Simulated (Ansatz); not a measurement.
Isolated molecules relaxed with PBE0-D4/def2-TZVP in Ansatz; ΔE leaves out vibrations. CBS: MP2 limit from def2 TZ/QZ plus the TZ coupled-cluster correction, frozen cores. This one scheme is used for every species. def2 core potentials past Kr. For Br, In outer-core shells are correlated without core-valence functions, which leaves a few kJ/mol of doubt a bond. Scalar relativity is left out up to krypton. Each species was taken in one conformer, which may not be the lowest.

Consider the ligand exchange at the In–N bond: `[NH2][In]([NH2])[Br]` + H–F → `[NH2][In]([F])[Br]` + NH₃.

`[NH2][In]([NH2])[Br]`:

Cartesian coordinates in Å:
```
N 0.993 1.467 0.595
In 0.097 -0.307 0.292
N -0.747 -0.984 -1.402
Br 0.463 -2.003 2.056
H 1.179 1.686 1.564
H 0.580 2.272 0.147
H -1.308 -1.817 -1.290
H -1.257 -0.314 -1.960
```

H–F:

```xyz
2

F     0.281   -0.289    0.221
H    -0.281    0.289   -0.221
```

`[NH2][In]([F])[Br]`:

```xyz
6

N     0.680   -0.609    0.862
In   -0.412    0.228   -0.589
F    -2.268   -0.328   -0.723
Br    0.357    1.688   -2.382
H     0.151   -0.897    1.675
H     1.491   -0.083    1.157
```

NH₃:

Cartesian coordinates in Å:
```
N -0.019 0.276 0.052
H -0.907 -0.114 -0.240
H 0.648 0.077 -0.683
H 0.278 -0.239 0.871
```

| species | CCSD(T)/CBS(def2) energy (Eh) |
| --- | --- |
| `[NH2][In]([NH2])[Br]` | -2875.02519 |
| H–F | -100.39570 |
| `[NH2][In]([F])[Br]` | -2918.92828 |
| NH₃ | -56.50880 |

Q: Work out ΔE.

A: ΔE = (-2918.92828) + (-56.50880) − (-2875.02519) − (-100.39570) = -0.01619 Eh = -10.2 kcal/mol.

Q: What do rigid-rotor, harmonic-oscillator terms from PBE0-D4/def2-TZVP frequencies (298.15 K, 1 bar) make of the CCSD(T)/CBS value? (Estimate.)

A: Ansatz gave: ΔZPE = +1.1 kcal/mol, ΔH = -9.3 kcal/mol, ΔS = 6 J/(mol·K), ΔG = -9.8 kcal/mol.

Largest T1 diagnostic among the species: 0.013.

From PBE to PBE0 (25 % exact exchange), in def2-TZVPP and without D4, ΔE moves by +1.0 kcal/mol. At CCSD(T), def2-SVP lies −4.0 kcal/mol from the extrapolated value and def2-TZVPP +0.1 kcal/mol.
